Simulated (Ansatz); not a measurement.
Geometry optimisation, DFT PBE-D3(BJ), scalar-relativistic, plane waves, PAW (Ansatz 0.2.0).

Input file:

```yaml
crystal:
  lattice:
    - [10.04, 0.0, 0.0]
    - [0.0, 10.04, 0.0]
    - [0.0, 0.0, 10.04]
  atoms:
    - { symbol: Ba, position: [0.0, 0.0, 0.0] }
    - { symbol: Ba, position: [0.5, 0.0, 0.0] }
    - { symbol: Ba, position: [0.0, 0.5, 0.0] }
    - { symbol: Ba, position: [0.0, 0.0, 0.5] }
    - { symbol: Ba, position: [0.25, 0.25, 0.25] }
    - { symbol: Ba, position: [0.5, 0.5, 0.0] }
    - { symbol: Ba, position: [0.5, 0.0, 0.5] }
    - { symbol: Ba, position: [0.75, 0.25, 0.25] }
    - { symbol: Ba, position: [0.0, 0.5, 0.5] }
    - { symbol: Ba, position: [0.25, 0.75, 0.25] }
    - { symbol: Ba, position: [0.25, 0.25, 0.75] }
    - { symbol: Ba, position: [0.5, 0.5, 0.5] }
    - { symbol: Ba, position: [0.75, 0.75, 0.25] }
    - { symbol: Ba, position: [0.75, 0.25, 0.75] }
    - { symbol: Ba, position: [0.25, 0.75, 0.75] }
    - { symbol: Ba, position: [0.75, 0.75, 0.75] }
    - { symbol: O, position: [0.25380074, 1.00183107, 0.12305738] }
basis:
  ecutwfc: 420.0
kpoints:
  mp_grid: { grid: [2, 2, 2] }
hamiltonian:
  xc: pbe
  dispersion: d3bj
scf:
  occupations: { method: gaussian, width: 0.1 }
  lower_state_search: "off"
relax:
  f_tol: 0.03
  max_steps: 60
  adjacent_minimum: "off"
output:
  write_density: true
  write_potential: true
  elf: true
  volumetric_format: npy
```

Run as:

```bash
$ ansatz run input.yaml --threads 4 --pin off --max-ram 10240MiB --backend cpu --events-out ev --progress --plain --runs-dir out
```

Problem. Where does it end, and by what steps?

Solution. The run converged. The force dipped under the threshold on the way, but the program's further checks kept it going. Limits of this set-up: coarse k mesh, a small cell, in which the defect meets its images. After 4 steps the energy has fallen by 0.842 eV; Ba1 moved furthest, 0.31 Å.

```json
{"step": "0", "energy less start (eV)": "0.0000", "largest force component (eV/Å)": "1.109", "accepted": "yes"}
{"step": "1", "energy less start (eV)": "-0.6987", "largest force component (eV/Å)": "0.491", "accepted": "yes"}
{"step": "2", "energy less start (eV)": "-0.7629", "largest force component (eV/Å)": "0.428", "accepted": "yes"}
{"step": "3", "energy less start (eV)": "-0.8421", "largest force component (eV/Å)": "0.018", "accepted": "yes"}
{"step": "4", "energy less start (eV)": "-0.8421", "largest force component (eV/Å)": "0.018", "accepted": "yes"}
```

```xyz
17
Lattice="10.0400 0.0000 0.0000 0.0000 10.0400 0.0000 0.0000 0.0000 10.0400" Properties=species:S:1:pos:R:3
Ba 0.313 0.001 0.027
Ba 4.713 0.001 0.028
Ba 0.046 5.021 0.027
Ba -0.101 0.001 5.163
Ba 2.512 2.200 2.479
Ba 4.978 5.021 0.028
Ba 5.125 0.001 5.162
Ba 7.533 2.466 2.482
Ba -0.068 5.021 4.950
Ba 2.512 7.842 2.479
Ba 2.512 2.615 7.387
Ba 5.092 5.021 4.949
Ba 7.533 7.576 2.482
Ba 7.532 2.582 7.598
Ba 2.512 7.427 7.387
Ba 7.532 7.460 7.597
O 2.514 10.041 1.251
```

The run took 70 s on 4 threads of Intel(R) Xeon(R) Platinum 8488C (Sapphire Rapids) (shared host), peak memory 2.8 GiB.
